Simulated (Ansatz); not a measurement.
Start from `B[SiH2]CF` and change one atom or group to get `CO[SiH2]CF`.

Ansatz, PBE0-D4/def2-TZVP geometries, multiplicity 1. Each molecule was computed in one conformer, which needn't be the lowest.

```
                                      property  `B[SiH2]CF`
           HOMO energy (B3LYP/def2-TZVPP) / eV        -8.10
            HOMO energy (PBE0/def2-TZVPP) / eV        -8.31
           HOMO–LUMO gap (PBE/def2-TZVPP) / eV         3.27
         HOMO–LUMO gap (B3LYP/def2-TZVPP) / eV         5.27
         LUMO energy (ωB97M-V/def2-TZVPP) / eV        -0.66
size of the dipole moment (PBE/def2-TZVPP) / D         1.70
```

Question: Give the same properties after the change, and the shifts. (An estimate is asked.)

Answer: Computed: 
```tsv
property	`CO[SiH2]CF`	shift
HOMO energy (B3LYP/def2-TZVPP) / eV	-7.77	0.33
HOMO energy (PBE0/def2-TZVPP) / eV	-7.98	0.33
HOMO–LUMO gap (PBE/def2-TZVPP) / eV	5.99	2.72
HOMO–LUMO gap (B3LYP/def2-TZVPP) / eV	7.98	2.71
LUMO energy (ωB97M-V/def2-TZVPP) / eV	2.16	2.82
size of the dipole moment (PBE/def2-TZVPP) / D	0.33	-1.37
```

With PBE0 the HOMO rises by 0.33 eV and the LUMO rises by 3.07 eV, so the gap widens by about 2.74 eV. PBE moves the HOMO by 0.43 eV and ωB97M-V by 0.23 eV. Dipoles are sizes alone; their direction can turn.

B3LYP here is the variant with VWN-RPA as its local correlation; programs differ in this.
